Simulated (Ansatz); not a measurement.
Stepwise reaction of `NB(N)Cl` with water, as a gas-phase model of exchange steps in deposition or etching. ΔE in kJ/mol; ΔG adds harmonic PBE0-D4 terms to CCSD(T)/CBS, at 1 bar.

Calculated with Ansatz (gas phase, PBE0-D4/def2-TZVP geometries, no zero-point term in ΔE). CCSD(T)/CBS adds triple-zeta CCSD(T) − MP2 to the extrapolated MP2 energy (def2 sets, frozen cores). This one scheme is used for every species. DFT in def2-TZVPP. B3LYP here is the variant with VWN-RPA as its local correlation; programs differ in this. Each species was taken in one conformer, which may not be the lowest.

```json
{"step": "2", "reaction": "`NB(O)Cl` + H₂O → `OB(O)Cl` + NH₃", "PBE-D4": "-15.1", "B3LYP-D4": "-16.4", "ωB97M-V": "-17.1", "CCSD(T)/CBS": "-14.3", "ΔG(500 K)": "-11.4"}
```

(1) Give the row of step 1, `NB(N)Cl` + H₂O → `NB(O)Cl` + NH₃. (An estimate is asked.)

(2) By hand: ΔE of the 2 steps together at CCSD(T)/CBS.

## Answers

(1) Ansatz gave: 
```tsv
step	reaction	PBE-D4	B3LYP-D4	ωB97M-V	CCSD(T)/CBS	ΔG(500 K)
1	`NB(N)Cl` + H₂O → `NB(O)Cl` + NH₃	-27.9	-28.8	-29.1	-25.9	-24.0
```

(2) (-25.9) + (-14.3) = -40.2 kJ/mol, or -20.1 kJ/mol a step.

In ΔE each step is higher than the one before. All are downhill at CCSD(T)/CBS. ΔG lies between -24.0 and -11.4 kJ/mol a step. PBE-D4 differs from CCSD(T)/CBS by -2.0 to -0.8 kJ/mol a step. Isolated molecules leave out the surface, adducts and barriers. Largest T1 diagnostic: 0.011.
